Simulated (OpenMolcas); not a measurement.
Au3+: ligand-field states by method

Au3+ with 6 ligands (water) in octahedral coordination (Th) at 2.21 Å. Ligand basis ANO-RCC-VDZP.

```yaml
Program: OpenMolcas 26.06
Basis: ANO-RCC-VDZP [7s6p4d2f]
Scalar_Hamiltonian: DKH2, point nucleus
Active_space: 8 electrons in 5 orbitals (5d)
State_averaging: 2S+1 = 3 even, 10 roots; 2S+1 = 1 even, 15 roots
Spin-orbit_coupling: state interaction with AMFI integrals over the reference wave functions
```

I. CASSCF
II. SS-CASPT2, IPEA 0.25 Eh, imaginary shift 0.1 Eh (closed shells correlated: 5s 5p and the ligand valence shells)

Spin-free states (labels of O, taken over from Oh, the nearest higher group) in cm-1, each column counted from its own energy of the first state listed:

```json
{"State": "3A2", "Degeneracy": "1", "I": "0", "II": "0"}
{"State": "1E", "Degeneracy": "2", "I": "11645", "II": "6400"}
{"State": "3T2", "Degeneracy": "3", "I": "17548", "II": "19360"}
{"State": "1A1", "Degeneracy": "1", "I": "20985", "II": "14050"}
{"State": "3T1", "Degeneracy": "3", "I": "25042", "II": "25940"}
{"State": "1T2", "Degeneracy": "3", "I": "28590", "II": "25570"}
{"State": "1T1", "Degeneracy": "3", "I": "32510", "II": "28610"}
{"State": "3T1", "Degeneracy": "3", "I": "39139", "II": "42720"}
{"State": "1T2", "Degeneracy": "3", "I": "48471", "II": "47760"}
{"State": "1E", "Degeneracy": "2", "I": "49224", "II": "45840"}
{"State": "1A1", "Degeneracy": "1", "I": "66785", "II": "55870"}
```

From I to II, I's first state of the same spin (3T2) moves from 17548 to 19360 cm-1, by about +1800 cm-1.

From I to II, I's first state of another spin (1E) moves from 11645 to 6400 cm-1, by about -5200 cm-1.

I: A least-squares ligand-field fit to the states below 45000 cm-1, each weighted by its degeneracy and with a free common offset, gives 10Dq = 17323 cm-1, B = 808 cm-1 and C = 2638 cm-1 (C/B = 3.26), with an rms deviation of 105 cm-1. The same method and metal basis give the free ion B = 927 cm-1 (fit to its terms below 60000 cm-1, rms deviation 6 cm-1), so the nephelauxetic ratio is β = 808 / 927 = 0.87; it hangs on how both fits weigh the states, and computed free-ion B values tend to be too large, so β mixes covalency with correlation.

χT at 300 K: I 1.66, II 1.60 cm3 K/mol.

The states above are spin-free; spin-orbit coupling is strong here and shifts and splits them by thousands of cm-1.

Roots that are degenerate in the reference are averaged as groups; the widest CASPT2 spread within a group is 770 cm-1 (the 3-fold group of multiplicity 1 near 25600 cm-1 above the lowest state of its run, II). Shifts and gaps below about the spread of the groups concerned are not significant. Over all roots computed the reference weight is 0.64 to 0.69 in II; the roots of lowest weight are the least certain, and an intruder state may touch them. Real 4d8 and 5d8 ions are as a rule square planar and diamagnetic. The least metal-like active orbital is 78 % on the metal (Löwdin) and no ligand orbital is active, so the numbers are rough. Ligand-to-metal charge-transfer states are missing. With no ligand orbital active B as a rule stays too high, so bands that hang on it stand too high and its fall with covalency is understated. Without dynamic correlation the repulsion within the d shell is too large (B by tens of per cent), so at a given field states of lower spin stand too high (holds for I). With metal d orbitals alone the field can be off either way by tens of per cent (holds for I). With one d shell and no ligand orbital active, 10Dq can be off by a tenth or more (holds for II). No measured value stands beside these numbers; the geometry is a model, was not optimised and need not be the one that this ion takes.
